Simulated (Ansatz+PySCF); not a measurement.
A calculation with PySCF 2.14.0.

```python
from pyscf import gto, scf, cc

mol = gto.M(atom="""
Be 0.000000 0.000000 1.690000
C 0.000000 0.000000 0.000000
F 0.000000 0.000000 -1.300000
""", basis='sto-3g', charge=1, spin=0)
mf = scf.RHF(mol)
mf.kernel()
mycc = cc.CCSD(mf, frozen=3).run()
et = mycc.ccsd_t()
print(mf.e_tot, mycc.e_corr, et, mycc.e_tot + et)
```

The script is written out from the run's settings.

The run gave:

```yaml
Converged: yes
Reference_energy: -149.42465 hartree
CCSD_correlation_energy: -0.14049 hartree
Triples_correction: -0.01052 hartree
Total_energy: -149.57567 hartree
Spin_squared_of_the_determinant: 0.000
```

Caution: large amplitudes, a single reference is doubtful; an unrestricted determinant lies well below.
